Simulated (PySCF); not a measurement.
## From a computed spectrum to the compound

A species of 3 atoms with charge 1 has these harmonic modes (PBE0, small Gaussian bases with core potentials, PySCF 2.14.0):

| cm⁻¹ | km/mol | symmetry |
| --- | --- | --- |
| 53 | 3.0 | a1 |
| 268 | 15.2 | a1 |
| 282 | 65.1 | b2 |

Question: Which species is it, and in which structure?

Answer: [GdBr2]+ (singlet in the valence; each metal's 4f electrons, 7 of them, lie in its core potential, out of spins and levels):
```xyz
3

Gd    0.0000    0.0000   -0.7335
Br    2.0780    0.0000    0.7339
Br   -2.0780    0.0000    0.7339
```
Ideal gas at 298.15 K and 1 bar: S = 349.9 J/(mol K), Cp = 55.9 J/(mol K), H − H(0 K) = 14.5 kJ/mol (rigid rotor, harmonic modes, spin degeneracy alone, that of the 4f electrons in the core included; the modes under 60 cm⁻¹ make these uncertain). An lcecp potential fixes the number of 4f electrons, so in runs with it no electron can move into or out of that shell.
 The answer isn't unique; the calculation gave this one.
